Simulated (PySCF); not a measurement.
BiF: energy against distance

Set-up: PySCF, scalar-relativistic core potentials, basis sets Bi def2-SVP with ECP60, F def2-SVP. Energies in eV from Bi + F in their ground configurations at the same level. State: ³Σ⁻ (triplet), unpaired electrons π ↑↑.

All columns are PBE0. A positive dipole means Bi(−)F(+).

```json
{"R (Å)": "1.766", "E (eV)": "-2.209", "μ (D)": "-1.81", "Mulliken charge on Bi (basis-dependent)": "0.46", "HOMO (eV)": "-5.62", "LUMO (eV)": "-2.24", "Mayer bond order": "0.85", "⟨S²⟩": "2.00"}
{"R (Å)": "1.849", "E (eV)": "-2.966", "μ (D)": "-2.27", "Mulliken charge on Bi (basis-dependent)": "0.46", "HOMO (eV)": "-5.75", "LUMO (eV)": "-2.37", "Mayer bond order": "0.87", "⟨S²⟩": "2.00"}
{"R (Å)": "1.931", "E (eV)": "-3.369", "μ (D)": "-2.71", "Mulliken charge on Bi (basis-dependent)": "0.47", "HOMO (eV)": "-5.88", "LUMO (eV)": "-2.49", "Mayer bond order": "0.87", "⟨S²⟩": "2.00"}
{"R (Å)": "1.992", "E (eV)": "-3.504", "μ (D)": "-3.02", "Mulliken charge on Bi (basis-dependent)": "0.47", "HOMO (eV)": "-5.98", "LUMO (eV)": "-2.59", "Mayer bond order": "0.88", "⟨S²⟩": "2.00"}
{"R (Å)": "2.054", "E (eV)": "-3.536", "μ (D)": "-3.32", "Mulliken charge on Bi (basis-dependent)": "0.47", "HOMO (eV)": "-6.07", "LUMO (eV)": "-2.68", "Mayer bond order": "0.88", "⟨S²⟩": "2.00"}
{"R (Å)": "2.116", "E (eV)": "-3.491", "μ (D)": "-3.62", "Mulliken charge on Bi (basis-dependent)": "0.47", "HOMO (eV)": "-6.17", "LUMO (eV)": "-2.77", "Mayer bond order": "0.88", "⟨S²⟩": "2.00"}
{"R (Å)": "2.198", "E (eV)": "-3.345", "μ (D)": "-3.99", "Mulliken charge on Bi (basis-dependent)": "0.47", "HOMO (eV)": "-6.29", "LUMO (eV)": "-2.88", "Mayer bond order": "0.87", "⟨S²⟩": "2.00"}
{"R (Å)": "2.300", "E (eV)": "-3.076", "μ (D)": "-4.43", "Mulliken charge on Bi (basis-dependent)": "0.48", "HOMO (eV)": "-6.43", "LUMO (eV)": "-3.01", "Mayer bond order": "0.86", "⟨S²⟩": "2.01"}
{"R (Å)": "2.424", "E (eV)": "-2.689", "μ (D)": "-4.89", "Mulliken charge on Bi (basis-dependent)": "0.47", "HOMO (eV)": "-6.59", "LUMO (eV)": "-3.16", "Mayer bond order": "0.85", "⟨S²⟩": "2.01"}
{"R (Å)": "2.588", "E (eV)": "-2.151", "μ (D)": "-5.35", "Mulliken charge on Bi (basis-dependent)": "0.46", "HOMO (eV)": "-6.77", "LUMO (eV)": "-3.35", "Mayer bond order": "0.82", "⟨S²⟩": "2.06"}
```

A fit through these points gives, at Re = 2.046 Å, μ = -3.28 D and dμ/dR = -4.86 D/Å; the reduced mass is 17.42 u.

Problem. How strong is the fundamental in the double-harmonic approximation, I = 42.26·(dμ/dR)²/μred km/mol?

Solution. I = 42.26·(-4.86)²/17.42 = 57.3 km/mol at PBE0.

Spin–orbit coupling is left out, which matters for elements this heavy, above all for dissociation energies. The state is the lowest determinant that a PBE0 search found; another state may lie lower at other levels.
